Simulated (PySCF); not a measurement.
# The first ionisation energy along the 5d series

Calculated with PySCF 2.14 from differences of total energies of unrestricted determinants, without spin-orbit coupling. Values in eV. The last column holds reference values (NIST; (s) semi-empirical, (t) theoretical, else measured). Unmarked ones compare directly (S terms, centres of terms, or small fine structure); those marked * lie between the lowest fine-structure levels and include a spin-orbit shift.

| element | configurations | UHF | SCS-MP2 (valence) | CCSD(T) (valence) | LDA | PBE0 | SCS-MP2 (valence and next inner shell) | reference |
| --- | --- | --- | --- | --- | --- | --- | --- | --- |
| Hf (def2-QZVPPD with the def2 core potential (60 electrons), ECP) | [Xe] 4f14 5d2 6s2 → [Xe] 4f14 5d1 6s2 | n/a | n/a | n/a | n/a | n/a | n/a | 6.712 |
| Ta (def2-QZVPPD with the def2 core potential (60 electrons), ECP) | [Xe] 4f14 5d3 6s2 → [Xe] 4f14 5d3 6s1 | 5.723 | 7.159 | 7.228 | 7.608 | 7.033 | 7.333 | 7.573 |
| W (def2-QZVPPD with the def2 core potential (60 electrons), ECP) | [Xe] 4f14 5d4 6s2 → [Xe] 4f14 5d4 6s1 | 5.873 | 7.478 | 7.488 | 7.898 | 7.271 | 7.607 | 7.825 |
| Re (def2-QZVPPD with the def2 core potential (60 electrons), ECP) | [Xe] 4f14 5d5 6s2 → [Xe] 4f14 5d5 6s1 | 5.906 | 7.624 | 7.519 | 8.024 | 7.322 | 7.704 | 7.834 |
| Os (def2-QZVPPD with the def2 core potential (60 electrons), ECP) | [Xe] 4f14 5d6 6s2 → [Xe] 4f14 5d6 6s1 | 6.506 | 8.251 | 8.141 | 8.748 | 8.032 | 8.343 | 8.473 |
| Ir (def2-QZVPPD with the def2 core potential (60 electrons), ECP) | [Xe] 4f14 5d7 6s2 → [Xe] 4f14 5d7 6s1 | 7.024 | 8.806 | 8.696 | 9.336 | 8.626 | 8.909 | 8.926 |
| Pt (def2-QZVPPD with the def2 core potential (60 electrons), ECP) | [Xe] 4f14 5d9 6s1 → [Xe] 4f14 5d9 | 7.575 | 8.753 | 8.806 | 9.727 | 9.047 | 8.905 | 8.959 * |
| Au (def2-QZVPPD with the def2 core potential (60 electrons), ECP) | [Xe] 4f14 5d10 6s1 → [Xe] 4f14 5d10 | 7.686 | 8.941 | 8.993 | 9.892 | 9.216 | 9.075 | 9.226 |
| Hg (def2-QZVPPD with the def2 core potential (60 electrons), ECP) | [Xe] 4f14 5d10 6s2 → [Xe] 4f14 5d10 6s1 | 8.496 | 10.316 | 10.224 | 10.856 | 10.147 | 10.423 | 10.438 |

```tsv
method	elements	mean error (eV)	mean absolute error (eV)	largest error (eV)
UHF	7	-1.869	1.869	-1.968
SCS-MP2 (valence)	7	-0.246	0.246	-0.414
CCSD(T) (valence)	7	-0.287	0.287	-0.345
LDA	7	0.295	0.295	0.666
PBE0	7	-0.378	0.378	-0.555
SCS-MP2 (valence and next inner shell)	7	-0.129	0.129	-0.240
```

Errors include the incompleteness of the basis and the frozen core.

"Valence" correlates the outer s and p shells and, in groups 3 to 12 and the f block, the outer d or f shell, open or full, or the next shell where the ion has no valence electron left; the wider scheme adds the next inner shell.
